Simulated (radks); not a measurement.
Results of a calculation; reference values are marked as such.
Task: Species: Pr37+. Configuration: [Ar] 3d4. Code: a radial shooting solver on a logarithmic mesh with Libxc functionals. Model: scalar-relativistic Kohn-Sham, SCAN, spin-polarised, spherical densities, finite nucleus; open shells are filled with parallel spins first (spin-orbit coupling, left out, can overturn this in heavy ions); meta-GGA in the generalised Kohn-Sham scheme; Fermi nuclear charge, rms radius 4.8919 fm. Some entries of the table are withheld. Estimate them.

| orbital | occ. | eigenvalue (eV) | <r> (bohr) |
|---|---|---|---|
| 1s up | 1 | -43764.44 | 0.02409 |
| 1s down | 1 | -43763.90 | 0.02409 |
| 2s up | 1 | -8603.739 | 0.1024 |
| 2s down | 1 | -8583.000 | 0.1022 |
| 2p up | 3 | -7897.962 | (1) |
| 2p down | 3 | -7882.019 | (2) |
| 3s up | 1 | -3077.393 | 0.2568 |
| 3s down | 1 | -3055.133 | 0.2577 |
| 3p up | 3 | -2853.844 | 0.2517 |
| 3p down | 3 | -2830.453 | 0.2528 |
| 3d up | 4 | -2577.798 | 0.2246 |

Result: 
(1) 2p up <r> (bohr): 0.08996
(2) 2p down <r> (bohr): 0.08977
